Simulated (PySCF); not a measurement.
A structure optimised at PBE0-D3(BJ)/def2-TZVPD, used in a PySCF frequency run:

```
B
F 1 1.3173
H 1 1.1974 2 117.79
H 1 1.1974 3 124.42 2 180.00
```

Write its SMILES, formula and point group.

BF, BFH2, C2v

What are its rotational constants (standard atomic weights)?

223.41, 32.303, 28.223 GHz
